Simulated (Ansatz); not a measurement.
Spin states of H4Mo (SMILES [MoH4]), each relaxed with B3LYP-D3(BJ)/def2-TZVP.
State 1 (charge 0, multiplicity 3):
```xyz
5

Mo    -0.0108     0.0060    -0.0115
H      1.2109    -0.2388     1.1350
H     -1.2117     1.0015     0.6471
H     -0.6873    -1.4853    -0.4421
H      0.6450     0.7464    -1.3857
```
State 2 (charge 0, multiplicity 1):
| atom | x (Å) | y (Å) | z (Å) |
|---|---|---|---|
| Mo | 0.0368 | -0.1449 | 0.0503 |
| H | 1.2675 | -0.3206 | 1.1991 |
| H | -1.0253 | 1.1399 | 0.3085 |
| H | -0.6827 | -1.6009 | -0.4270 |
| H | 0.3498 | 0.9562 | -1.1882 |

Singlets are restricted, other states unrestricted; no spin–orbit coupling, no relativity up to Kr; see below for the cores. The largest T1 diagnostic is 0.033.

Run with Ansatz (an electronic-structure program) with Gaussian orbitals. Each number belongs to the level named beside it. In def2 rows elements past Kr take small-core potentials, without spin–orbit coupling.

### Question
One of these levels gives 121.8 kJ/mol for the energy of the multiplicity-1 state less that of the multiplicity-3 state. Name it.
(A) r2SCANh/def2-TZVPP
(B) PBE/def2-TZVPP
(C) wB97X-V/def2-TZVPP

### Answer
C, wB97X-V/def2-TZVPP. The others give 138.3 (PBE/def2-TZVPP), 167.3 (r2SCANh/def2-TZVPP)
